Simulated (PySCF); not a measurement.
# Fe²⁰⁺ (iron, charge +20) across methods

[He] 2s2 2p2, high-spin 3P determinant. All numbers are calculated (PySCF 2.14, scalar relativity by spin-free X2C-1e, in an uncontracted even-tempered set (20 s from 4.2 bohr⁻², ratio 2.2; 11 p from 5.5 bohr⁻², ratio 2.2; 6 d from 24 bohr⁻², ratio 2.4; 5 f from 35 bohr⁻², ratio 2.4; 4 g from 53 bohr⁻², ratio 2.4)).

```json
{"method": "PBE", "E (hartree)": "-940.185", "mean ε 2s α (eV)": "-1718.8", "mean ε 2s β (eV)": "-1699.0", "mean ε 2p α (eV)": "-1636.0", "Σ⟨r²⟩ (bohr²)": "0.2639", "⟨S²⟩": "2.000"}
{"method": "M06-L", "E (hartree)": "-940.439", "mean ε 2s α (eV)": "-1724.5", "mean ε 2s β (eV)": "-1702.2", "mean ε 2p α (eV)": "-1641.6", "Σ⟨r²⟩ (bohr²)": "0.2632", "⟨S²⟩": "2.000"}
{"method": "UHF", "E (hartree)": "-940.19156", "mean ε 2s α (eV)": "-1773.5", "mean ε 2s β (eV)": "-1733.4", "mean ε 2p α (eV)": "-1688.0", "Σ⟨r²⟩ (bohr²)": "0.2636", "⟨S²⟩": "2.000"}
{"method": "PBE0", "E (hartree)": "-940.230", "mean ε 2s α (eV)": "-1732.8", "mean ε 2s β (eV)": "-1708.1", "mean ε 2p α (eV)": "-1649.2", "Σ⟨r²⟩ (bohr²)": "0.2638", "⟨S²⟩": "2.000"}
{"method": "r2SCAN", "E (hartree)": "-940.351", "mean ε 2s α (eV)": "-1725.3", "mean ε 2s β (eV)": "-1701.0", "mean ε 2p α (eV)": "-1642.1", "Σ⟨r²⟩ (bohr²)": "0.2636", "⟨S²⟩": "2.000"}
{"method": "r2SCANh", "E (hartree)": "-940.354", "mean ε 2s α (eV)": "-1730.2", "mean ε 2s β (eV)": "-1704.4", "mean ε 2p α (eV)": "-1646.7", "Σ⟨r²⟩ (bohr²)": "0.2636", "⟨S²⟩": "2.000"}
{"method": "LDA", "E (hartree)": "-937.920", "mean ε 2s α (eV)": "-1716.1", "mean ε 2s β (eV)": "-1696.3", "mean ε 2p α (eV)": "-1633.8", "Σ⟨r²⟩ (bohr²)": "0.2643", "⟨S²⟩": "2.000"}
```
